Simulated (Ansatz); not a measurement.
HCl6OSi2 (SMILES Cl[Si](Cl)(Cl)[OH+][Si](Cl)(Cl)Cl), charge +1, singlet, at a GFN2-xTB geometry. Base run: HF/STO-3G run with Ansatz (an electronic-structure program).

Input for Ansatz:
Ansatz 0.2 input:
```yaml
crystal:
  periodic: [false, false, false]
  atoms:
    - {symbol: Cl, position_ang: [2.29208744, 0.03072928, -1.64496555]}
    - {symbol: Si, position_ang: [1.65745847, 0.37365787, 0.19292842]}
    - {symbol: Cl, position_ang: [2.71497859, -0.43606455, 1.66053551]}
    - {symbol: Cl, position_ang: [0.91718275, 2.16731599, 0.53707867]}
    - {symbol: O, position_ang: [0.14596974, -0.70136704, 0.28419722]}
    - {symbol: Si, position_ang: [-1.63848008, -0.45849063, -0.15838624]}
    - {symbol: Cl, position_ang: [-1.52131348, 0.66159889, -1.77601360]}
    - {symbol: Cl, position_ang: [-2.34859499, 0.42063932, 1.46044613]}
    - {symbol: Cl, position_ang: [-2.15811472, -2.35117281, -0.43691879]}
    - {symbol: H, position_ang: [0.33071016, -1.58318857, 0.64007147]}
basis:
  gaussian:
    orbitals: STO-3G
hamiltonian:
  xc: hf
total_charge: 1
```

The base run was repeated with changes; each row names its change, and settings that it needs were set with it.

```tsv
change	ΔE vs base (kcal/mol)
base	0.000
point_charge = charge:-1.0 position_ang:2.8866, -5.5366, -0.8234	-56.98
forces = on	0.000
fitting.mean_field = cc-pVTZ-JKFIT	-0.041
nuclear_model = gaussian	___
point_charge = charge:0.5 position_ang:-3.5564, 3.9736, 2.7748	24.86
fitting.mean_field = def2-universal-JKFIT	___
accuracy = high	-0.020
lower_state_search = light	0.000
lower_state_search = off	0.000
point_charge = charge:1.0 position_ang:-3.3241, -5.2611, 0.766	53.64
```

### Question
Some entries are withheld; supply them.

### Answer

- nuclear_model = gaussian, ΔE vs base (kcal/mol): 1.20
- fitting.mean_field = def2-universal-JKFIT, ΔE vs base (kcal/mol): -1.28
